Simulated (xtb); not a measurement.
xtb input (GFN2-xTB):

```bash
xtb mol.xyz --gfn 2 --sp --chrg 0 --uhf 0
```
mol.xyz:
```
16

C      0.13072585    -1.86744777    -0.15382281
C     -0.23029610    -0.40647442     0.00975323
O      0.87836515     0.36450092     0.45309886
C      1.05938933     0.37995897     1.85241134
O     -0.63277138     0.07535864    -1.23118660
C     -1.14228511     1.39916348    -1.20399188
H      0.48171823    -2.28379375     0.79074114
H     -0.73838360    -2.43664428    -0.48364389
H      0.92162755    -1.95883663    -0.89807342
H     -1.04618021    -0.27843846     0.74445157
H      1.33437225    -0.60556486     2.24607116
H      0.15368464     0.72109877     2.36998922
H      1.87012847     1.07584746     2.06154233
H     -1.98486193     1.47872705    -0.50568346
H     -1.49093559     1.62141304    -2.21055754
H     -0.37112357     2.11611345    -0.91623425
```

Output:

```
           -------------------------------------------------
          |                Calculation Setup                |
           -------------------------------------------------

           -------------------------------------------------
          |                 G F N 2 - x T B                 |
           -------------------------------------------------

        Reference                      10.1021/acs.jctc.8b01176
      * Hamiltonian:
        H0-scaling (s, p, d)           1.850000    2.230000    2.230000
        zeta-weighting                 0.500000
      * Dispersion:
        s8                             2.700000
        a1                             0.520000
        a2                             5.000000
        s9                             5.000000
      * Repulsion:
        kExp                           1.500000    1.000000
        rExp                           1.000000
      * Coulomb:
        alpha                          2.000000
        third order                    shell-resolved
        anisotropic                    true
        a3                             3.000000
        a5                             4.000000
        cn-shift                       1.200000
        cn-exp                         4.000000
        max-rad                        5.000000

          ...................................................
          :                      SETUP                      :
          :.................................................:
          :  # basis functions                  34          :
          :  # atomic orbitals                  34          :
          :  # shells                           22          :
          :  # electrons                        38          :
          :  max. iterations                   250          :
          :  Hamiltonian                  GFN2-xTB          :
          :  restarted?                      false          :
          :  GBSA solvation                  false          :
          :  PC potential                    false          :
          :  electronic temp.          300.0000000     K    :
          :  accuracy                    1.0000000          :
          :  -> integral cutoff          0.2500000E+02      :
          :  -> integral neglect         0.1000000E-07      :
          :  -> SCF convergence          0.1000000E-05 Eh   :
          :  -> wf. convergence          0.1000000E-03 e    :
          :  Broyden damping             0.4000000          :
          :  net charge                          0          :
          :  unpaired electrons                  0          :
          ...................................................

 iter      E             dE          RMSdq      gap      omega  full diag
   1    -21.9326345 -0.219326E+02  0.438E+00   11.75       0.0  T
   2    -21.9893093 -0.566748E-01  0.226E+00   11.24       1.0  T
   3    -21.9900627 -0.753372E-03  0.965E-01   11.37       1.0  T
   4    -21.9905212 -0.458516E-03  0.149E-01   11.40       1.0  T
   5    -21.9906084 -0.872157E-04  0.776E-02   11.42       1.0  T
   6    -21.9906103 -0.183174E-05  0.715E-03   11.43       3.5  T
   7    -21.9906104 -0.156298E-06  0.395E-03   11.43       6.3  T
   8    -21.9906104 -0.123466E-07  0.130E-03   11.43      19.3  T
   9    -21.9906104 -0.225726E-08  0.261E-04   11.43      95.8  T
  10    -21.9906104 -0.447962E-10  0.125E-04   11.43     200.3  T

   *** convergence criteria satisfied after 10 iterations ***

         #    Occupation            Energy/Eh            Energy/eV
      -------------------------------------------------------------
         1        2.0000           -0.7065430             -19.2260
       ...           ...                  ...                  ...
        13        2.0000           -0.4851969             -13.2029
        14        2.0000           -0.4753143             -12.9340
        15        2.0000           -0.4689176             -12.7599
        16        2.0000           -0.4570394             -12.4367
        17        2.0000           -0.4499902             -12.2449
        18        2.0000           -0.4105839             -11.1726
        19        2.0000           -0.4055517             -11.0356 (HOMO)
        20                          0.0144402               0.3929 (LUMO)
        21                          0.0349447               0.9509
        22                          0.0960243               2.6130
        23                          0.1120138               3.0481
        24                          0.1348039               3.6682
       ...                                ...                  ...
        34                          0.2899420               7.8897
      -------------------------------------------------------------
                  HL-Gap            0.4199919 Eh           11.4286 eV
             Fermi-level           -0.1955557 Eh           -5.3213 eV

 SCC (total)                   0 d,  0 h,  0 min,  0.007 sec
 SCC setup                      ...        0 min,  0.000 sec (  1.540%)
 Dispersion                     ...        0 min,  0.000 sec (  0.988%)
 classical contributions        ...        0 min,  0.000 sec (  0.389%)
 integral evaluation            ...        0 min,  0.001 sec ( 14.056%)
 iterations                     ...        0 min,  0.003 sec ( 46.955%)
 molecular gradient             ...        0 min,  0.002 sec ( 34.538%)
 printout                       ...        0 min,  0.000 sec (  1.324%)

         :::::::::::::::::::::::::::::::::::::::::::::::::::::
         ::                     SUMMARY                     ::
         :::::::::::::::::::::::::::::::::::::::::::::::::::::
         :: total energy             -21.782089333013 Eh    ::
         :: gradient norm              0.017512618804 Eh/a0 ::
         :: HOMO-LUMO gap             11.428561739318 eV    ::
         ::.................................................::
         :: SCC energy               -21.990584513902 Eh    ::
         :: -> isotropic ES            0.039417999166 Eh    ::
         :: -> anisotropic ES          0.002225439344 Eh    ::
         :: -> anisotropic XC          0.001907067487 Eh    ::
         :: -> dispersion             -0.008316674542 Eh    ::
         :: repulsion energy           0.208495180889 Eh    ::
         :: add. restraining           0.000000000000 Eh    ::
         :: total charge              -0.000000000000 e     ::
         :::::::::::::::::::::::::::::::::::::::::::::::::::::

           -------------------------------------------------
          |                Property Printout                |
           -------------------------------------------------

    * Orbital Energies and Occupations

         #    Occupation            Energy/Eh            Energy/eV
      -------------------------------------------------------------
         1        2.0000           -0.7065430             -19.2260
       ...           ...                  ...                  ...
         7        2.0000           -0.5710653             -15.5395
         8        2.0000           -0.5635384             -15.3347
         9        2.0000           -0.5440711             -14.8049
        10        2.0000           -0.5271695             -14.3450
        11        2.0000           -0.5130519             -13.9609
        12        2.0000           -0.5075232             -13.8104
        13        2.0000           -0.4851969             -13.2029
        14        2.0000           -0.4753143             -12.9340
        15        2.0000           -0.4689176             -12.7599
        16        2.0000           -0.4570394             -12.4367
        17        2.0000           -0.4499902             -12.2449
        18        2.0000           -0.4105839             -11.1726
        19        2.0000           -0.4055517             -11.0356 (HOMO)
        20                          0.0144402               0.3929 (LUMO)
        21                          0.0349447               0.9509
        22                          0.0960243               2.6130
        23                          0.1120138               3.0481
        24                          0.1348039               3.6682
        25                          0.1415422               3.8516
        26                          0.1553237               4.2266
        27                          0.1699867               4.6256
        28                          0.1752759               4.7695
        29                          0.1949117               5.3038
        30                          0.2079526               5.6587
       ...                                ...                  ...
        34                          0.2899420               7.8897
      -------------------------------------------------------------
                  HL-Gap            0.4199919 Eh           11.4286 eV
             Fermi-level           -0.1955557 Eh           -5.3213 eV

     #   Z          covCN         q      C6AA      α(0)
     1   6 C        3.751    -0.121    22.890     6.823
     2   6 C        3.647     0.256    16.944     5.914
     3   8 O        1.699    -0.333    19.578     5.974
     4   6 C        3.643     0.043    20.192     6.460
     5   8 O        1.702    -0.308    19.127     5.905
     6   6 C        3.650     0.038    20.240     6.463
     7   1 H        0.924     0.047     2.362     2.404
     8   1 H        0.925     0.055     2.261     2.352
     9   1 H        0.925     0.069     2.102     2.267
    10   1 H        0.922    -0.007     3.178     2.788
    11   1 H        0.924     0.031     2.578     2.511
    12   1 H        0.924     0.028     2.621     2.532
    13   1 H        0.925     0.063     2.169     2.303
    14   1 H        0.924     0.029     2.604     2.524
    15   1 H        0.925     0.062     2.178     2.308
    16   1 H        0.924     0.050     2.324     2.384

 Mol. C6AA /au·bohr⁶  :       1777.988353
 Mol. C8AA /au·bohr⁸  :      35911.698358
 Mol. α(0) /au        :         61.910872

Wiberg/Mayer (AO) data.
largest (>0.10) Wiberg bond orders for each atom

 ---------------------------------------------------------------------------
     #   Z sym  total        # sym  WBO       # sym  WBO       # sym  WBO
 ---------------------------------------------------------------------------
     1   6 C    3.993 --     2 C    0.996     8 H    0.984     7 H    0.983
                             9 H    0.983
     2   6 C    3.932 --     5 O    0.999     1 C    0.996     3 O    0.951
                            10 H    0.946
     3   8 O    2.068 --     4 C    0.995     2 C    0.951
     4   6 C    3.951 --     3 O    0.995    13 H    0.980    11 H    0.977
                            12 H    0.976
     5   8 O    2.095 --     2 C    0.999     6 C    0.982
     6   6 C    3.946 --     5 O    0.982    15 H    0.981    16 H    0.980
                            14 H    0.978
     7   1 H    0.998 --     1 C    0.983
     8   1 H    0.997 --     1 C    0.984
     9   1 H    0.995 --     1 C    0.983
    10   1 H    1.000 --     2 C    0.946
    11   1 H    0.999 --     4 C    0.977
    12   1 H    0.999 --     4 C    0.976
    13   1 H    0.996 --     4 C    0.980
    14   1 H    0.999 --     6 C    0.978
    15   1 H    0.996 --     6 C    0.981
    16   1 H    0.998 --     6 C    0.980
 ---------------------------------------------------------------------------

Topologies differ in total number of bonds
Writing topology from bond orders to xtbtopo.mol

molecular dipole:
                 x           y           z       tot (Debye)
 q only:       -0.235      -0.014       0.553
   full:       -0.359      -0.002       0.838       2.317
molecular quadrupole (traceless):
                xx          xy          yy          xz          yz          zz
 q only:       -1.804      -1.765       1.826       1.851      -1.015      -0.022
Note: The following floating-point exceptions are signalling: IEEE_UNDERFLOW_FLAG IEEE_DENORMAL
normal termination of xtb
  q+dip:       -0.603      -1.766       1.250       0.603      -1.172      -0.646
   full:       -1.218      -1.936       1.525       1.159      -1.235      -0.307

           -------------------------------------------------
          | TOTAL ENERGY              -21.782089333013 Eh   |
          | GRADIENT NORM               0.017512618804 Eh/α |
          | HOMO-LUMO GAP              11.428561739318 eV   |
           -------------------------------------------------

------------------------------------------------------------------------
------------------------------------------------------------------------
 total:
 SCF:
```
